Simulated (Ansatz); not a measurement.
Wavefunction ladder for `CC#[N+][Ga-]([F])([F])[F]`

```xyz
10

C     2.167    0.561   -0.059
C     0.773    0.200   -0.025
N    -0.331   -0.087    0.004
Ga   -2.314   -0.598    0.064
F    -2.993    0.652   -0.956
F    -2.618   -0.468    1.783
F    -2.242   -2.214   -0.606
H     2.690   -0.077   -0.774
H     2.265    1.604   -0.363
H     2.602    0.428    0.933
```

Total charge 0; spin multiplicity 1. Correlated methods include outer-core shells of Ga, which these sets cover unevenly. Scalar relativity is left out up to krypton. The geometry is a stationary point of PBE0-D4/def2-TZVP. Frozen core, restricted reference, Ansatz.

```json
{"basis": "def2-SVP", "HF (Eh)": "-2353.06720", "MP2 corr.": "-1.18798"}
{"basis": "def2-TZVPP", "HF (Eh)": "-2353.85267", "MP2 corr.": "-1.48356"}
{"basis": "def2-QZVPP", "HF (Eh)": "-2353.91376", "MP2 corr.": "-1.83603"}
```

Q: Estimate the CCSD correlation energy and the (T) correction in each basis where they were run (hartree).

A: 
```json
{"basis": "def2-SVP", "CCSD corr.": "-1.19954", "(T)": "-0.03061"}
```
